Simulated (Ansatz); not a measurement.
Species: C$_{2}$H$_{8}$AlN, charge 0, multiplicity 1. 
Structure (B3LYP-D3(BJ)/def2-TZVP (Ansatz, a quantum-chemistry and plane-wave program) minimum search):
SMILES: [CH3][Al]([NH2])[CH3]
```xyz
12

C     -1.5296    -1.1936    -0.1710
Al    -0.0037     0.0198     0.0040
C      1.8556    -0.5612    -0.1885
N     -0.3219     1.7331     0.3551
H     -1.4702    -2.0125     0.5525
H     -2.4876    -0.6905    -0.0206
H     -1.5540    -1.6587    -1.1614
H      2.5679     0.2582    -0.0680
H      2.1089    -1.3288     0.5492
H      2.0314    -1.0088    -1.1716
H      0.3858     2.4428     0.4645
H     -1.2370     2.1393     0.4744
```
Charge 0, spin multiplicity 1.

Dipole moments at this geometry, in debye (magnitudes).

```json
[
 {"level": "revPBE/def2-TZVPD", "program": "Ansatz", "dipole (D)": "0.55"},
 {"level": "r2SCAN/def2-TZVPD", "program": "Ansatz", "dipole (D)": "0.55"},
 {"level": "B3LYP/def2-TZVPD", "program": "Ansatz", "dipole (D)": "0.53"},
 {"level": "PBE0/def2-TZVPD", "program": "Ansatz", "dipole (D)": "0.50"},
 {"level": "LC-wPBE/def2-TZVPD", "program": "Ansatz", "dipole (D)": "___"},
 {"level": "CCSD(T)/aug-cc-pV(D+d)Z", "program": "Ansatz", "dipole (D)": "___"}
]
```

Task: Some entries are withheld; supply them.

Result: 
- LC-wPBE/def2-TZVPD, dipole (D): 0.50
- CCSD(T)/aug-cc-pV(D+d)Z, dipole (D): 0.56
